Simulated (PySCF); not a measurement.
## Calculated data, CH7BNSi, CH4AlBCl, BFH4Si2, Al2H3O2 and others

Calculation on a computer-drawn molecule: optimised geometry and harmonic frequencies of an isolated molecule of the commonest isotopes, restricted reference for singlets and unrestricted otherwise, frozen core in MP2. Program: PySCF 2.14.0.

Common to all runs: basis cc-pV(D+d)Z.

```json
{"entry": 1, "formula": "CH7BNSi", "start_structure": {"atoms_angstrom": [["B", -0.7806, 0.5612, 0.6859], ["Si", 0.5553, 0.1249, -0.5244], ["C", 2.07, 1.1394, 0.0364], ["N", 0.8513, -1.5933, -0.5009], ["H", -1.7108, 1.4125, 0.9153], ["H", 0.4197, 0.2884, -2.0365], ["H", 2.2697, 0.9836, 1.0251], ["H", 2.9596, 0.9576, -0.6111], ["H", 1.8615, 2.238, -0.1508], ["H", 0.9034, -2.0777, 0.4007], ["H", 1.5472, -1.9682, -1.134]]}, "given": {"charge": 0, "multiplicity": 2, "method": "HF", "drawn_bonds_atom": [1, 2, 2, 1, 2, 3, 3, 3, 4, 4], "drawn_bonds_other_atom": [2, 3, 4, 5, 6, 7, 8, 9, 10, 11], "drawn_bonds_order": [1, 1, 1, 1, 1, 1, 1, 1, 1, 1]}, "results": {"optimised_atom_element": ["B", "Si", "C", "N", "H", "H", "H", "H", "H", "H", "H"], "optimised_atom_x [angstrom]": [-0.8801, 0.6346, 2.119, 0.8543, -1.83, 0.3505, 2.399, 2.987, 1.905, 0.9574, 1.449], "optimised_atom_y [angstrom]": [0.5753, 0.1199, 1.166, -1.594, 1.297, 0.4259, 0.9808, 0.9376, 2.235, -2.039, -2.038], "optimised_atom_z [angstrom]": [0.7208, -0.5299, -0.01225, -0.4629, 0.7841, -1.957, 1.029, -0.6386, -0.1201, 0.4308, -1.139], "modes_frequency [cm^-1]": [158.2, 168.7, 226.2, 232.0, 274.7, 410.2, 463.1, 541.3, 647.1, 700.5, 729.0, 780.9, 823.8, 888.7, 969.9, 1001, 1387, 1551, 1554, 1694, 2268, 2767, 3155, 3233, 3238, 3762, 3854], "modes_reduced_mass [dalton]": [1.535, 1.137, 2.194, 1.245, 2.36, 1.503, 1.379, 1.185, 3.83, 2.546, 1.338, 1.187, 1.886, 2.672, 1.301, 1.258, 1.253, 1.05, 1.052, 1.11, 1.04, 1.097, 1.036, 1.101, 1.102, 1.051, 1.095], "rotational_constants [GHz]": [6.026, 5.541, 3.365], "total_energy [hartree]": -409.9711, "spin_squared": 0.7577, "convergence_status_largest_gradient_component [hartree/bohr]": 1.883e-05}}
{"entry": 2, "formula": "CH4AlBCl", "start_structure": {"atoms_angstrom": [["C", -0.9524, 0.0945, 0.2422], ["B", -0.1417, 0.3106, -1.0787], ["Al", 0.482, -1.3311, -2.0873], ["Cl", 0.8836, -2.9699, -3.2461], ["H", -1.6159, 0.9365, 0.4384], ["H", -1.4926, -0.8708, 0.2975], ["H", -0.2584, 0.0605, 1.0869], ["H", 0.5005, 1.2759, -1.2819]]}, "given": {"charge": 0, "multiplicity": 2, "method": "HF", "drawn_bonds_atom": [1, 2, 3, 1, 1, 1, 2], "drawn_bonds_other_atom": [2, 3, 4, 5, 6, 7, 8], "drawn_bonds_order": [1, 1, 1, 1, 1, 1, 1]}, "results": {"optimised_atom_element": ["C", "B", "Al", "Cl", "H", "H", "H", "H"], "optimised_atom_x [angstrom]": [-0.9579, 0.0896, 1.112, 0.3165, -1.787, -1.366, -0.4553, 0.4527], "optimised_atom_y [angstrom]": [0.06966, 0.1037, -1.619, -2.55, 0.7569, -0.9094, 0.4676, 1.187], "optimised_atom_z [angstrom]": [0.2455, -0.9351, -1.768, -3.53, 0.04232, 0.5009, 1.139, -1.324], "modes_frequency [cm^-1]": [53.17, 59.71, 126.9, 205.7, 422.0, 539.5, 659.4, 820.4, 841.5, 1041, 1152, 1422, 1542, 1566, 2649, 3139, 3204, 3250], "modes_reduced_mass [dalton]": [1.342, 2.145, 3.4, 3.76, 6.311, 10.58, 1.134, 1.392, 1.323, 3.193, 1.422, 1.267, 1.061, 1.062, 1.089, 1.045, 1.089, 1.101], "rotational_constants [GHz]": [11.85, 1.667, 1.554], "total_energy [hartree]": -766.3360, "spin_squared": 0.7895, "convergence_status_largest_gradient_component [hartree/bohr]": 3.237e-05}}
{"entry": 3, "formula": "BFH4Si2", "start_structure": {"atoms_angstrom": [["B", 1.5675, 1.8187, 0.8999], ["Si", 0.2248, 1.2311, -0.4282], ["Si", -1.1463, -0.6275, 0.0503], ["F", -0.5465, -1.1309, 1.467], ["H", 2.6222, 1.3517, 0.8247], ["H", 1.3264, 2.5, 1.8191], ["H", 0.6198, 0.9238, -1.6974], ["H", -0.9178, 2.2615, -0.5939]]}, "given": {"charge": 0, "multiplicity": 1, "method": "HF", "drawn_bonds_atom": [1, 2, 3, 1, 1, 2, 2], "drawn_bonds_other_atom": [2, 3, 4, 5, 6, 7, 8], "drawn_bonds_order": [1, 1, 1, 1, 1, 1, 1]}, "results": {"optimised_atom_element": ["B", "Si", "Si", "F", "H", "H", "H", "H"], "optimised_atom_x [angstrom]": [1.481, 0.1033, -1.11, -0.2918, 2.569, 1.209, 0.6913, -0.9007], "optimised_atom_y [angstrom]": [1.688, 1.311, -0.7077, -0.9373, 1.185, 2.362, 1.03, 2.397], "optimised_atom_z [angstrom]": [0.913, -0.5246, 0.1856, 1.59, 0.8727, 1.868, -1.864, -0.6985], "modes_frequency [cm^-1]": [37.51, 86.3, 191.5, 248.1, 386.7, 391.2, 512.4, 653.6, 725.4, 819.2, 825.7, 963.1, 1022, 1258, 2262, 2266, 2678, 2759], "modes_reduced_mass [dalton]": [4.377, 4.52, 1.054, 9.05, 7.781, 1.116, 1.051, 4.248, 1.206, 1.239, 16.98, 1.337, 1.074, 1.145, 1.05, 1.03, 1.053, 1.126], "rotational_constants [GHz]": [6.606, 2.853, 2.075], "total_energy [hartree]": -704.2935, "convergence_status_largest_gradient_component [hartree/bohr]": 1.894e-05}}
{"entry": 4, "formula": "Al2H3O2", "start_structure": {"atoms_angstrom": [["O", 1.0881, -1.8906, 2.2693], ["Al", 0.7713, -1.2758, 0.7316], ["O", -0.7999, -1.009, 0.2013], ["Al", -2.3347, -0.6981, -0.4219], ["H", 0.483, -2.1408, 2.9465], ["H", 2.0032, -0.9589, -0.1788], ["H", -3.0886, -1.888, -1.176]]}, "given": {"charge": 0, "multiplicity": 2, "method": "MP2", "drawn_bonds_atom": [1, 2, 3, 1, 2, 4], "drawn_bonds_other_atom": [2, 3, 4, 5, 6, 7], "drawn_bonds_order": [1, 1, 1, 1, 1, 1]}, "results": {"optimised_atom_element": ["O", "Al", "O", "Al", "H", "H", "H"], "optimised_atom_x [angstrom]": [1.163, 0.7845, -0.8252, -2.331, 0.4888, 1.998, -3.155], "optimised_atom_y [angstrom]": [-1.877, -1.288, -1.095, -0.6852, -2.132, -0.9334, -1.851], "optimised_atom_z [angstrom]": [2.309, 0.7497, 0.2193, -0.481, 2.948, -0.1731, -1.199], "modes_frequency [cm^-1]": [66.99, 67.95, 88.22, 249.6, 376.8, 495.7, 521.3, 614.2, 631.0, 713.8, 858.1, 1043, 1861, 2026, 3939], "modes_reduced_mass [dalton]": [6.962, 6.296, 1.108, 5.407, 1.293, 4.919, 1.23, 1.248, 1.284, 1.195, 6.36, 16.9, 1.044, 1.044, 1.067], "rotational_constants [GHz]": [22.08, 1.804, 1.688], "total_energy [hartree]": -635.9414, "spin_squared": 0.7565, "convergence_status_largest_gradient_component [hartree/bohr]": 1.245e-05}}
{"entry": 5, "formula": "BClH3NSi", "start_structure": {"atoms_angstrom": [["N", -0.3705, 1.991, -2.216], ["B", -0.0519, 0.7093, -1.7999], ["Si", 0.8127, -0.8913, -2.7488], ["Cl", -0.5268, 0.2408, -0.1083], ["H", -0.1608, 2.3352, -3.1294], ["H", -0.8227, 2.6564, -1.6212], ["H", 2.1848, -0.5864, -2.1797]]}, "given": {"charge": 0, "multiplicity": 1, "method": "MP2", "drawn_bonds_atom": [1, 2, 2, 1, 1, 3], "drawn_bonds_other_atom": [2, 3, 4, 5, 6, 7], "drawn_bonds_order": [1, 1, 1, 1, 1, 1]}, "results": {"optimised_atom_element": ["N", "B", "Si", "Cl", "H", "H", "H"], "optimised_atom_x [angstrom]": [-0.3873, -0.01417, 0.7694, -0.3836, -0.2157, -0.8322, 2.128], "optimised_atom_y [angstrom]": [2.038, 0.741, -0.9709, 0.1275, 2.432, 2.673, -0.5866], "optimised_atom_z [angstrom]": [-2.237, -1.901, -2.635, -0.2271, -3.155, -1.581, -2.068], "modes_frequency [cm^-1]": [74.94, 285.5, 289.1, 420.9, 484.2, 511.9, 593.2, 679.0, 720.8, 1014, 1386, 1613, 2103, 3616, 3742], "modes_reduced_mass [dalton]": [13.65, 3.846, 1.952, 1.178, 1.274, 6.938, 1.144, 2.326, 1.516, 1.862, 3.285, 1.369, 1.042, 1.051, 1.098], "rotational_constants [GHz]": [5.265, 3.583, 2.173], "total_energy [hartree]": -829.8193, "convergence_status_largest_gradient_component [hartree/bohr]": 2.517e-05}}
{"entry": 6, "formula": "C2H7AlN", "start_structure": {"atoms_angstrom": [["C", 0.517, -0.8737, 2.6034], ["N", 0.6661, 0.4941, 2.852], ["C", -0.5133, 1.3368, 2.6451], ["Al", -0.6623, -0.0793, 1.026], ["H", -0.1883, -1.3206, 3.2555], ["H", 1.4422, -1.4789, 2.6478], ["H", 1.5257, 0.8893, 2.4962], ["H", -0.2387, 2.3524, 2.6876], ["H", -1.188, 1.0118, 3.3694], ["H", 0.2158, 0.2962, -0.1655], ["H", -2.096, -0.7465, 0.8285]]}, "given": {"charge": 0, "multiplicity": 2, "method": "HF", "drawn_bonds_atom": [1, 2, 3, 1, 1, 2, 3, 3, 4, 4], "drawn_bonds_other_atom": [2, 3, 4, 5, 6, 7, 8, 9, 10, 11], "drawn_bonds_order": [1, 1, 1, 1, 1, 1, 1, 1, 1, 1]}, "results": {"optimised_atom_element": ["C", "N", "C", "Al", "H", "H", "H", "H", "H", "H", "H"], "optimised_atom_x [angstrom]": [0.6133, 0.7114, -0.5046, -0.8199, -0.2356, 1.537, 1.58, -0.2235, -1.212, 0.1248, -2.091], "optimised_atom_y [angstrom]": [-0.9055, 0.4467, 1.233, 0.09662, -1.401, -1.47, 0.8583, 2.279, 1.174, 0.4112, -0.8395], "optimised_atom_z [angstrom]": [2.709, 2.947, 2.597, 0.9845, 3.176, 2.688, 2.661, 2.476, 3.428, -0.2507, 0.8302], "modes_frequency [cm^-1]": [149.7, 192.0, 368.8, 407.8, 448.5, 534.8, 616.1, 650.8, 743.1, 769.2, 826.3, 943.7, 996.9, 1144, 1252, 1311, 1396, 1548, 1570, 1625, 1954, 1960, 3196, 3248, 3263, 3369, 3804], "modes_reduced_mass [dalton]": [6.096, 1.763, 1.099, 1.34, 1.618, 1.364, 1.318, 2.009, 1.291, 1.307, 1.076, 2.197, 1.72, 1.102, 1.565, 1.517, 1.723, 1.107, 1.153, 1.474, 1.06, 1.024, 1.063, 1.057, 1.102, 1.114, 1.078], "rotational_constants [GHz]": [9.168, 5.068, 3.769], "total_energy [hartree]": -376.1124, "spin_squared": 0.7655, "convergence_status_largest_gradient_component [hartree/bohr]": 2.847e-05}}
{"entry": 7, "formula": "AlB2H5N", "start_structure": {"atoms_angstrom": [["B", -1.2305, -1.7976, -1.1478], ["Al", -0.9211, -0.1325, -2.2851], ["B", 0.6832, 1.1104, -1.7723], ["N", 1.6198, 1.2925, -0.9704], ["H", -0.5079, -2.7232, -1.1565], ["H", -1.807, -1.6754, -0.0454], ["H", -1.6625, 0.4187, -3.5842], ["H", 2.2774, 2.15, -1.0852], ["H", 1.905, 0.744, -0.1271]]}, "given": {"charge": 0, "multiplicity": 2, "method": "HF", "drawn_bonds_atom": [1, 2, 3, 1, 1, 2, 4, 4], "drawn_bonds_other_atom": [2, 3, 4, 5, 6, 7, 8, 9], "drawn_bonds_order": [1, 1, 1, 1, 1, 1, 1, 1]}, "results": {"optimised_atom_element": ["B", "Al", "B", "N", "H", "H", "H", "H", "H"], "optimised_atom_x [angstrom]": [-1.363, -0.8092, 0.7893, 1.863, -0.9326, -2.137, -1.637, 2.789, 1.794], "optimised_atom_y [angstrom]": [-2.05, -0.1728, 0.9121, 1.638, -3.11, -2.128, 0.4288, 1.528, 2.34], "optimised_atom_z [angstrom]": [-1.155, -2.058, -1.399, -0.9546, -1.535, -0.2334, -3.276, -1.32, -0.243], "modes_frequency [cm^-1]": [93.63, 104.3, 146.1, 277.1, 322.1, 455.6, 475.2, 564.1, 572.8, 591.8, 658.2, 906.1, 969.0, 1249, 1482, 1726, 1940, 2633, 2695, 3769, 3863], "modes_reduced_mass [dalton]": [1.083, 3.587, 3.187, 1.12, 3.533, 1.037, 6.501, 1.366, 2.36, 1.3, 1.59, 1.367, 1.29, 1.13, 3.739, 1.306, 1.042, 1.055, 1.12, 1.049, 1.098], "rotational_constants [GHz]": [16.21, 2.284, 2.059], "total_energy [hartree]": -348.5947, "spin_squared": 0.761, "convergence_status_largest_gradient_component [hartree/bohr]": 1.725e-05}}
{"entry": 8, "formula": "CH9NSi2", "start_structure": {"atoms_angstrom": [["N", 0.1844, -1.5238, -1.4311], ["C", 0.3626, -0.5155, -0.4277], ["Si", -1.3278, 0.4776, -0.2021], ["Si", 1.9614, 0.6091, -0.6773], ["H", 1.0056, -2.0811, -1.4885], ["H", 0.2017, -1.071, -2.3798], ["H", 0.4926, -1.043, 0.5993], ["H", -2.3911, -0.5182, -0.0889], ["H", -1.2206, 1.3718, 0.9418], ["H", -1.4959, 1.2359, -1.4521], ["H", 2.1623, 1.4807, 0.5151], ["H", 3.1236, -0.2669, -0.7156], ["H", 1.8007, 1.3518, -1.837]]}, "given": {"charge": 0, "multiplicity": 1, "method": "HF", "drawn_bonds_atom": [1, 2, 2, 1, 1, 2, 3, 3, 3, 4, 4, 4], "drawn_bonds_other_atom": [2, 3, 4, 5, 6, 7, 8, 9, 10, 11, 12, 13], "drawn_bonds_order": [1, 1, 1, 1, 1, 1, 1, 1, 1, 1, 1, 1]}, "results": {"optimised_atom_element": ["N", "C", "Si", "Si", "H", "H", "H", "H", "H", "H", "H", "H", "H"], "optimised_atom_x [angstrom]": [0.2107, 0.3732, -1.274, 1.939, 0.9902, 0.1912, 0.4665, -2.345, -1.161, -1.639, 2.134, 3.118, 1.857], "optimised_atom_y [angstrom]": [-1.465, -0.4883, 0.4346, 0.5733, -2.1, -0.9941, -1.059, -0.5009, 1.514, 1.046, 1.46, -0.3198, 1.406], "optimised_atom_z [angstrom]": [-1.513, -0.411, -0.2349, -0.5708, -1.549, -2.403, 0.5218, 0.173, 0.7775, -1.537, 0.6016, -0.7026, -1.797], "modes_frequency [cm^-1]": [132.6, 158.8, 187.0, 253.5, 278.1, 287.9, 523.1, 608.9, 625.7, 730.9, 814.0, 862.4, 983.7, 1002, 1022, 1030, 1031, 1032, 1042, 1121, 1164, 1230, 1462, 1781, 2286, 2291, 2296, 2300, 2308, 2323, 3158, 3701, 3781], "modes_reduced_mass [dalton]": [1.068, 1.553, 1.695, 2.601, 2.052, 1.16, 2.988, 1.215, 1.223, 1.296, 1.603, 2.15, 1.375, 1.138, 1.045, 1.043, 1.056, 1.054, 1.118, 2.241, 1.4, 1.301, 1.251, 1.083, 1.05, 1.046, 1.034, 1.042, 1.034, 1.033, 1.082, 1.051, 1.094], "rotational_constants [GHz]": [5.78, 2.724, 2.024], "total_energy [hartree]": -675.4138, "convergence_status_largest_gradient_component [hartree/bohr]": 2.052e-05}}
{"entry": 9, "formula": "AlClH2NSi", "start_structure": {"atoms_angstrom": [["Al", 1.3263, 0.4465, 1.164], ["N", -0.3015, 0.5731, 1.4864], ["Si", -1.8504, 0.7638, 1.7432], ["Cl", -2.9173, 2.2641, 0.9882], ["H", 2.8317, 0.3139, 0.8766], ["H", -2.6619, -0.1303, 2.5548]]}, "given": {"charge": 1, "multiplicity": 1, "method": "MP2", "drawn_bonds_atom": [1, 2, 3, 1, 3], "drawn_bonds_other_atom": [2, 3, 4, 5, 6], "drawn_bonds_order": [2, 1, 1, 1, 1]}, "results": {"optimised_atom_element": ["Al", "N", "Si", "Cl", "H", "H"], "optimised_atom_x [angstrom]": [1.35, -0.2994, -1.873, -2.912, 2.859, -2.698], "optimised_atom_y [angstrom]": [0.4491, 0.5296, 0.7651, 2.28, 0.3349, -0.1275], "optimised_atom_z [angstrom]": [1.156, 1.514, 1.748, 0.9764, 0.8563, 2.563], "modes_frequency [cm^-1]": [51.98, 122.4, 271.2, 423.0, 433.8, 547.7, 559.1, 701.8, 868.6, 1360, 2126, 2394], "modes_reduced_mass [dalton]": [8.178, 4.31, 13.8, 1.147, 1.194, 16.2, 1.306, 6.601, 1.173, 13.82, 1.052, 1.045], "rotational_constants [GHz]": [14.34, 1.376, 1.256], "total_energy [hartree]": -1046.2239, "convergence_status_largest_gradient_component [hartree/bohr]": 1.628e-05}}
{"entry": 10, "formula": "C2H9AlSi", "start_structure": {"atoms_angstrom": [["C", -0.3353, 1.5556, 0.6016], ["Si", -1.088, 0.1138, -0.3036], ["C", -1.5308, 0.7228, -2.0514], ["Al", -0.5064, 2.4397, -2.2042], ["H", -0.9873, 2.3605, 0.683], ["H", 0.5827, 1.9092, 0.0563], ["H", 0.0085, 1.3517, 1.6057], ["H", -0.1509, -1.0116, -0.376], ["H", -2.3268, -0.3012, 0.4314], ["H", -1.3527, -0.0542, -2.8159], ["H", -2.5604, 0.9172, -2.074], ["H", 1.0062, 2.485, -2.6788], ["H", -1.0563, 3.8597, -1.9769]]}, "given": {"charge": 0, "multiplicity": 1, "method": "HF", "drawn_bonds_atom": [1, 2, 3, 1, 1, 1, 2, 2, 3, 3, 4, 4], "drawn_bonds_other_atom": [2, 3, 4, 5, 6, 7, 8, 9, 10, 11, 12, 13], "drawn_bonds_order": [1, 1, 1, 1, 1, 1, 1, 1, 1, 1, 1, 1]}, "results": {"optimised_atom_element": ["C", "Si", "C", "Al", "H", "H", "H", "H", "H", "H", "H", "H", "H"], "optimised_atom_x [angstrom]": [-0.6622, -0.866, -1.477, -0.2964, -1.61, 0.07312, -0.3273, 0.4456, -1.81, -1.711, -2.425, 0.6136, -0.245], "optimised_atom_y [angstrom]": [1.487, 0.2252, 1.019, 2.291, 1.99, 2.256, 0.9999, -0.4361, -0.8309, 0.2045, 1.523, 1.813, 3.807], "optimised_atom_z [angstrom]": [1.06, -0.3233, -1.916, -2.831, 1.273, 0.8019, 1.979, -0.5681, 0.1276, -2.615, -1.68, -4.035, -2.376], "modes_frequency [cm^-1]": [48.31, 81.19, 126.7, 182.7, 238.2, 438.9, 504.8, 553.6, 621.8, 646.4, 697.4, 759.9, 784.1, 827.4, 851.3, 946.5, 976.0, 1043, 1055, 1078, 1395, 1486, 1553, 1556, 1973, 1983, 2260, 2279, 3137, 3163, 3192, 3241, 3248], "modes_reduced_mass [dalton]": [1.49, 1.363, 2.411, 1.186, 2.383, 1.065, 1.423, 1.894, 1.156, 1.335, 2.813, 1.442, 2.373, 1.424, 1.073, 1.272, 1.223, 1.054, 1.103, 1.527, 1.25, 1.092, 1.05, 1.05, 1.057, 1.027, 1.047, 1.032, 1.058, 1.036, 1.1, 1.101, 1.101], "rotational_constants [GHz]": [7.585, 2.085, 1.808], "total_energy [hartree]": -611.8397, "convergence_status_largest_gradient_component [hartree/bohr]": 1.028e-05}}
```
